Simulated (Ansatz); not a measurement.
The same path of Cl₂HSn (4 atoms, charge 0, multiplicity 2) was run twice with different band settings. The coordinate that changes most is the height of Sn2 over the plane of its neighbours.

Method: Ansatz 0.2.0, UKS PBE0/def2-SVP.

Relaxed end points:

```xyz
4
Properties=species:S:1:pos:R:3
Cl -2.120 0.110 0.027
Sn 0.143 -0.146 -0.610
Cl 1.166 -1.464 1.065
H 0.868 1.439 -0.502
```

```xyz
4
Properties=species:S:1:pos:R:3
Cl -2.018 -0.130 -0.660
Sn -0.032 0.264 0.561
Cl 1.268 -1.704 0.379
H 0.838 1.509 -0.301
```

Common settings: climbing image yes; spring 5.0 eV/Å²; optimiser quadratic models (default); start path IDPP; force threshold 0.05 eV/Å; iteration limit 60; end points relaxed.

| run | movable images |
| --- | --- |
| 1 | 5 |
| 2 | 2 |

(1) What does each run give, and how far can it be trusted?

## Answers

(1) Run 1: converged after 3 iterations, highest image 1.301 eV above the first end. A vibrational analysis at the climbing image gives one clearly imaginary mode, 1708i cm⁻¹: a first-order saddle point.
Run 2: converged after 11 iterations, highest image 0.827 eV above the first end. The order of the stationary point at the top wasn't checked. A band with more images between the same ends climbed to 1.30 eV, so this one has probably stepped over the top. So few images can step over the top or miss a turn of the path.
